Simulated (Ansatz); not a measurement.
Computed with Ansatz.

`C=[C](C)[Zn][OH]`. The species carries charge 0 and has multiplicity 1. The structure was optimised at the PBE0-D4/def2-TZVP level. It is one conformer, not always the lowest.

```xyz
11

C     0.987    1.094   -0.694
C     0.037    0.306   -0.190
C    -1.380    0.785   -0.090
Zn    0.525   -1.449    0.409
O     0.971   -3.111    0.857
H     0.758    2.101   -1.047
H     2.025    0.790   -0.786
H    -2.061    0.140   -0.656
H    -1.735    0.773    0.945
H    -1.486    1.806   -0.472
H     1.359   -3.234    1.724
```

(1) What is the dipole moment at ωB97M-V/def2-TZVPP? (Best estimate.)

(2) And with PBE, r2SCAN, B3LYP? (An estimate is asked.)

(3) Give the Mulliken charges with ωB97M-V, r2SCAN, PBE in def2-TZVPP. (An estimate is asked.)

Results:

(1) The calculation gave: 1.74 D, with components (-0.20, 1.48, 0.88) D in this frame, pointing from negative to positive charge.

(2) The calculation gave: PBE 1.67 D, r2SCAN 1.72 D, B3LYP 1.77 D.

(3) The calculation gave: 
```csv
atom,ωB97M-V,r2SCAN,PBE
C1,-0.28,-0.21,-0.26
C2,0.04,0.05,0.14
C3,-0.30,-0.12,-0.23
Zn4,0.38,0.33,0.19
O5,-0.50,-0.52,-0.44
H6,0.08,0.05,0.07
H7,0.11,0.08,0.10
H8,0.11,0.06,0.09
H9,0.11,0.05,0.09
H10,0.09,0.03,0.07
H11,0.17,0.19,0.18
```

B3LYP here is the variant with VWN-RPA as its local correlation; programs differ in this.
